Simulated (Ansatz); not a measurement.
# Cost against result

Saddle point of CH7BrGe, singlet (CH₅BrGe ([CH3][GeH2][Br]) + H₂ → CH₆Ge ([CH3][GeH3]) + HBr; bonds formed: Ge1–H7, Br2–H6; bonds broken: Ge1–Br2, H6–H7), PBE0-D4/def2-TZVP structure:

Ge1  (-0.331, -0.675, 0.167)
Br2  (2.209, -0.405, -1.107)
H3  (-0.436, -1.904, -0.728)
H4  (-1.127, -0.958, 1.474)
C5  (-0.681, 1.132, -0.409)
H6  (1.533, -0.734, 0.720)
H7  (1.035, -0.864, 1.410)
H8  (-0.481, 1.213, -1.475)
H9  (-1.715, 1.391, -0.171)
H10  (-0.006, 1.804, 0.121)
(Å)

Barriers are electronic and count from the start structure reached by relaxing down the imaginary mode.

Program: Ansatz 0.2.0. Basis: as named in each row. Cores are frozen in the correlated methods. Filled d shells of the heavier atoms are correlated. The def2 sets are not built for correlating such inner shells, so the correlated values are less sure here. B3LYP uses VWN-RPA correlation. Extrapolation: Hartree–Fock as exp(−7.88 √X), correlation as X^−2.97.

Times are rough, for one single point on 8 threads of a shared host (Intel Xeon 6975P-C).

The estimate by CCSD(T) at an estimated basis limit (MP2 extrapolated from triple and quadruple zeta, plus CCSD(T) − MP2 in triple zeta) is 218.7 kJ/mol.

```
      method       basis  time (s)  barrier (kJ/mol)  method less estimate
          HF      STO-3G   under 1             480.9                 262.2
      PBE-D4      STO-3G   under 1             359.5                 140.7
       SPW92    def2-SVP   under 1             163.6                 -55.2
      PBE-D4    def2-SVP   under 1             187.0                 -31.7
    B3LYP-D4       6-31G   under 1             219.7                   1.0
       SPW92  def2-TZVPP   under 1             161.8                 -56.9
     PBE0-D4    def2-SVP   under 1             200.9                 -17.8
      PBE-D4  def2-TZVPP   under 1             187.4                 -31.4
     BLYP-D4  def2-TZVPP   under 1             197.7                 -21.0
    B3LYP-D4  def2-TZVPP   under 1             207.4                 -11.4
    BHLYP-D4  def2-TZVPP   under 1             220.9                   2.2
     PBE0-D4  def2-TZVPP   under 1             200.4                 -18.4
   r2SCAN-D4  def2-TZVPP         1             200.0                 -18.8
CAM-B3LYP-D4  def2-TZVPP         1             214.3                  -4.4
     wB97M-V    def2-SVP         1             212.7                  -6.1
  r2SCAN0-D4  def2-TZVPP         1             207.9                 -10.8
  RPA on PBE  def2-TZVPP         1             226.8                   8.0
      B2PLYP  def2-TZVPP         2             217.0                  -1.7
    PBE-QIDH  def2-TZVPP         2             215.0                  -3.7
     wB97X-V  def2-TZVPP         2             219.1                   0.4
      B97M-V  def2-TZVPP         2             208.5                 -10.2
     wB97M-V  def2-TZVPP         2             214.3                  -4.4
     CCSD(T)    def2-SVP         2             235.3                  16.6
         MP2  def2-QZVPP         8             222.0                   3.3
     CCSD(T)  def2-TZVPP        23             224.0                   5.3
```

All methods are single points on the PBE0-D4 structures.

T1 diagnostic: at most 0.011.

Labels in which every atom is bracketed show which atoms are joined, not bond orders.
